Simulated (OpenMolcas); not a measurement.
## What dynamic correlation does to the levels of neutral boron

| Property | Result |
| --- | --- |
| Program | OpenMolcas 26.06 |
| Basis | ANO-RCC-VDZP [3s2p1d] |
| Scalar Hamiltonian | DKH2, point nucleus |
| Active space | 3 electrons in 4 orbitals (2s 2p) |
| State averaging | 2S+1 = 4 odd, 1 root (0 in the spin-orbit step); 2S+1 = 2 odd, 3 roots; 2S+1 = 4 even, 3 roots; 2S+1 = 2 even, 5 roots |
| Spin-orbit coupling | RASSI with atomic mean-field integrals over the reference wave functions, term energies averaged over their components |

Methods on the same reference wave functions:
A. CASSCF
B. SS-CASPT2, IPEA 0.25 Eh, imaginary shift 0.1 Eh (closed shells correlated: 1s)

Energies in cm-1 above 2s2 2p 2P* 1/2, the measured ground level; measured values from NIST Handbook of Basic Atomic Spectroscopic Data.

| Level | A | B | Measured |
| --- | --- | --- | --- |
| 2s2 2p 2P* 1/2 | 0.0 | 0.0 | 0.0 |
| 2s2 2p 2P* 3/2 | 14.4 | 14.4 | 15.3 |
| 2s 2p2 4P 1/2 | 24110 | 26590 | 28870 |
| 2s 2p2 4P 3/2 | 24115 | 26590 | 28875 |
| 2s 2p2 4P 5/2 | 24123 | 26600 | 28881 |
| 2s 2p2 2D 3/2 | 55018 | 51220 | 47857 |
| 2s 2p2 2D 5/2 | 55018 | 51220 | 47857 |

Deviations, from unrounded energies. A percentage is the sum of absolute deviations over the sum of measured energies, with the sign that they share, or ± where signs differ.

```csv
Against measurement,Levels,A,B
mean absolute deviation (cm-1),6,4800,2300
fine structure of the ground term (%),1,-5.8,-5.8
other configurations (%),5,±15.7,±7.5
```

B lies closest to measurement on these levels. The largest miss of B in the table is 2s 2p2 2D 5/2, by +3400 cm-1. The ranking rests on the paired levels alone, and a cruder setting can come out closer through cancelling errors.

The lowest spin-free term lies below A's lowest term by 0.025 hartree in B.

Term energies are means over components that CASPT2 splits; among the terms shown or strongly mixed into the levels shown the widest spread is 370 cm-1 (2s 2p2 2D, B). Without dynamic correlation excited terms often stand tens of per cent too high (terms of higher spin than the ground term too low), and those without a measured partner can miss by more than the paired ones (holds for A). Measured partners are found by configuration, term and J. A level has none where our copy of the source lacks it or the pairing is in doubt (some pairs that miss far off the trend of their configuration count as doubtful), and it then counts in no deviation. Levels of configurations outside the active space are missing.

* marks odd parity.
